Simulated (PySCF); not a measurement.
Compound: CH6SeSi.
Atom-mapped SMILES: `[CH3:1][SiH2:2][SeH:3]` (hydrogens: H4, H5, H6 on C1; H7, H8 on Si2; H9 on Se3)

Computed, not measured: PBE0-D3(BJ)/def2-SVP geometry optimisation, gas phase (PySCF 2.14.0).

Task: Give the optimised bond lengths and angles.

Result: 
| bond | length (bohr) | order |
| --- | --- | --- |
| C1–Si2 | 3.541 | single |
| Si2–Se3 | 4.327 | single |
| C1–H4, C1–H5, C1–H6 | 2.080 | single |
| Si2–H7, Si2–H8 | 2.823 | single |
| Se3–H9 | 2.782 | single |

Bonds in one row agree within 0.02 bohr and their mean is given. Orders are formal, as drawn. A selection of angles:
| angle | degrees |
| --- | --- |
| Si2–C1–H4 | 110.6 |
| Si2–C1–H6 | 110.3 |
| H4–C1–H5 | 108.2 |
| H5–C1–H6 | 108.7 |
| C1–Si2–Se3 | 111.9 |
| C1–Si2–H7 | 111.4 |
| C1–Si2–H8 | 110.4 |
| Se3–Si2–H7 | 103.6 |
| Se3–Si2–H8 | 110.2 |
| H7–Si2–H8 | 109.1 |
| Si2–Se3–H9 | 93.1 |

Dihedral angles: H9–Se3–Si2–C1 -64° (synclinal). The mirror-image conformer, all signs reversed, is as good.

Se3 (selenium bonded to Si and H) is bent (angle 93.1°). Si2 (SiH2 silicon) is distorted tetrahedral (angles from 103.6° to 111.9°).

No frequency check. The numbers are those of one conformer (C1–Si2–Se3–H -64°).
